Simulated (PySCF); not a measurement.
# ZnCl: from constants to spectrum

r²SCAN constants of ZnCl, ²Σ⁺ (doublet), unpaired electrons σ ↑ (basis Zn def2-TZVPP, Cl def2-TZVPP; no relativity; PySCF 2.14; masses 63.9291 and 34.9689 u):

- ωe: 380.3 cm⁻¹
- ωexe: 1.57 cm⁻¹
- Be: 0.16189 cm⁻¹
- αe: 0.000922 cm⁻¹
- D (centrifugal): 1.17e-07 cm⁻¹
- De to Zn + Cl: 2.50 eV

Give the vibrational terms G(v) and spacings up to v = 6.

G(v) = ωe(v+½) − ωexe(v+½)².

```
v  G(v) (cm⁻¹)  G(v) − G(v−1)  Bv (cm⁻¹)
0          190                    0.1614
1          567            377     0.1605
2          941            374     0.1596
3         1312            371     0.1587
4         1680            368     0.1577
5         2044            365     0.1568
6         2406            361     0.1559
```

How well does the Morse estimate ωe²/(4ωexe) reproduce De, and what is D0?

It gives 2.86 eV, 114 % of the computed De. D0 = De − G(0) = 2.50 − 0.02 = 2.48 eV.

The state is the lowest determinant that a PBE0 search found; another state may lie lower at other levels.
